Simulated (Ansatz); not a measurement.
The cluster Cu3Sn2⁺ (the lowest singlet isomer of a short search). Total charge 1; singlet. Geometry PBE-D4/def2-SVP, basis def2-TZVP, Ansatz.

```xyz
5

Cu    0.616   -0.494    1.266
Cu   -1.263    1.017    1.067
Cu    1.301   -1.048   -0.988
Sn   -1.305   -0.953   -0.670
Sn    0.650    1.478   -0.675
```

```json
{"run": "A", "HOMO (eV)": "-10.37", "LUMO (eV)": "-6.39"}
{"run": "B", "HOMO (eV)": "-9.41", "LUMO (eV)": "-7.26"}
{"run": "C", "HOMO (eV)": "-11.06", "LUMO (eV)": "-5.62"}
{"run": "D", "HOMO (eV)": "-8.84", "LUMO (eV)": "-7.87"}
{"run": "E", "HOMO (eV)": "-8.76", "LUMO (eV)": "-7.92"}
{"run": "F", "HOMO (eV)": "-9.31", "LUMO (eV)": "-7.43"}
```

In the def2 sets Sn takes a core potential; there is no spin–orbit coupling. B3LYP takes the VWN-RPA correlation. No other spin state of charge 1 was run. The structure comes from a short search, and lower isomers may exist.

Task: The runs used B3LYP, CAM-B3LYP, PBE, PBE0, r2SCAN, ωB97M-V. Estimate which is which.

Result: A CAM-B3LYP (range-separated); B PBE0 (25 % exact exchange); C ωB97M-V (range-separated); D r2SCAN (0 % exact exchange); E PBE (0 % exact exchange); F B3LYP (20 % exact exchange). Exact exchange lowers occupied and raises empty levels; among semilocal functionals meta-GGAs tend to open the gap a little, and such runs are hard to tell apart. The gap grows from 0.83 eV (PBE) to 5.44 eV (ωB97M-V). The restricted singlet is unstable towards broken spin symmetry in Hartree–Fock (as tested in another run); at CAM-B3LYP-D4/def2-TZVP, PBE0-D4/def2-TZVP, ωB97M-V/def2-TZVP, r2SCAN-D4/def2-TZVP and others this wasn't settled.
